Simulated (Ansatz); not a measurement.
`[Cl][GeH]` + `[OH][Nb]([F])(=[S])[Cl]` → `[OH][GeH]` + `[F][Nb](=[S])([Cl])[Cl]` at 500 K and 1 bar (redistribution).

Program: Ansatz. Geometries: PBE0-D4/def2-TZVP. ΔE: electronic, gas phase. CCSD(T)/CBS is the MP2 limit (def2-TZVPP, def2-QZVPP) plus CCSD(T) − MP2 in def2-TZVPP, frozen cores. def2 core potentials past Kr. For Ge, Nb outer-core shells are correlated without core-valence functions, which leaves a few kJ/mol of doubt a bond. Scalar relativity is left out up to krypton. One conformer a species, not always the lowest.

| species | CCSD(T)/CBS energy (Eh) | H − E (kJ/mol) | S (J/(mol·K)) |
| --- | --- | --- | --- |
| `[Cl][GeH]` | -2536.49422 | 38.3 | 287.7 |
| `[OH][Nb]([F])(=[S])[Cl]` | -1090.26754 | 91.7 | 414.8 |
| `[OH][GeH]` | -2152.47759 | 74.0 | 281.9 |
| `[F][Nb](=[S])([Cl])[Cl]` | -1474.27673 | 57.8 | 415.0 |

H − E and S are ideal-gas, rigid-rotor, harmonic terms from PBE0-D4/def2-TZVP, for one conformer and one mirror image of each species. 1 Eh = 2625.50 kJ/mol, R = 8.31446 J/(mol·K).

Problem. By hand: ΔE, ΔH, ΔS and ΔG.

Solution. ΔE = (-2152.47759) + (-1474.27673) − (-2536.49422) − (-1090.26754) = 0.00744 Eh = 19.5 kJ/mol. Δ(H − E) = 74.0 + 57.8 − 38.3 − 91.7 = 1.8, so ΔH = 21.3 kJ/mol. ΔS = 281.9 + 415.0 − 287.7 − 414.8 = -5.6 J/(mol·K). ΔG = 21.3 − 500 × (-5.6)/1000 = 24.1 kJ/mol.

Problem. By hand: the equilibrium constant, and the temperature at which ΔG would vanish if ΔH and ΔS stayed fixed.

Solution. log₁₀ K = −ΔG/(RT ln 10) = -2.5. ΔH and −TΔS have one sign here, so there is no such temperature. One of them is within its doubt of zero, so this could turn.

The number of gas molecules stays the same, so ΔS is small and ΔH decides. A doubt of 5 kJ/mol in ΔE shifts log₁₀ K by 0.5 here. Other conformers and mirror images would add mixing entropy, several J/(mol·K) or more a flexible species. These are equilibria of isolated gas molecules and say nothing of rates. Largest T1 diagnostic: 0.023 (customary marks: 0.02 for closed shells, 0.045 for open ones).
